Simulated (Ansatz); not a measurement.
Sr7⁺, relaxed as a doublet with UKS r2SCAN/def2-SVP in Ansatz, starting from the GFN2-xTB geometry. Force threshold 0.02 eV/Å.

In the def2 sets Sr takes a core potential; there is no spin–orbit coupling. The charge 1 doublet is spin-contaminated (final ⟨S²⟩ up to 2.42, 0.75 for a pure state). Another isomer (doublet) lies 0.32 eV lower at PBE0/def2-TZVP; other spin states weren't run for this one.

Start:

Cartesian coordinates in Å:
```
Sr 0.723 3.307 -0.745
Sr 2.627 0.069 -2.346
Sr -1.407 0.660 1.996
Sr -1.727 -0.194 -1.811
Sr 0.810 -2.744 0.552
Sr -4.062 -2.000 0.836
Sr 3.035 0.903 1.518
```

```csv
step,energy (eV),largest force component (eV/Å),SCF passes
1,-5844.3675,0.311,253
2,-5844.4659,0.238,91
3,-5844.5962,0.125,80
4,-5844.6335,0.066,89
5,-5844.6356,0.071,87
6,-5844.6437,0.014,77
7,-5844.6443,0.007,67
```

Force components are those of the run's own axes.

End:

```xyz
7

Sr    0.715    3.211   -0.846
Sr    2.470   -0.048   -2.380
Sr   -1.225    0.794    2.135
Sr   -1.632    0.025   -1.964
Sr    0.491   -2.445    0.597
Sr   -3.672   -2.286    0.805
Sr    2.852    0.749    1.652
```

By distances, no bond broke or formed, bridged metal pairs apart. The bond that changes most is Sr5–Sr6, from 4.94 to 4.17 Å (atoms count from 1). Metal–metal contacts that move far: Sr5–Sr6 4.94 to 4.17 Å.

The force fell under the threshold at step 6, but the optimiser went on. No frequencies were taken in this run, so the end may be a saddle point.

It took 9.2 min on 4 threads of Intel Xeon on a shared host, peak host memory 0.9 GiB.
